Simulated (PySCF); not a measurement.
sulfuric acid (H2O4S), SMILES O=S(=O)(O)O.

Coordinates come from a B3LYP-D3(BJ)/def2-SVP optimisation. One conformer was computed; it need not be the lowest.

The numbers are results of PBE/def2-TZVP (PySCF), not measurements.

Symmetry labels are those of the subgroup C2 that the program uses (full group C2).

Task: List the valence orbital energies around the gap with their symmetry. (An estimate is asked for; the answer gives what the named calculation found.)

Result: 
```csv
orbital,symmetry,energy (eV)
HOMO−7,A,-11.84
HOMO−6,B,-10.97
HOMO−5,A,-10.03
HOMO−4,B,-9.42
HOMO−3,A,-9.30
HOMO−2,A,-8.32
HOMO−1,B,-8.18
HOMO,B,-7.98
LUMO,A,-1.09
LUMO+1,B,-0.02
LUMO+2,A,0.70
LUMO+3,B,0.78
```
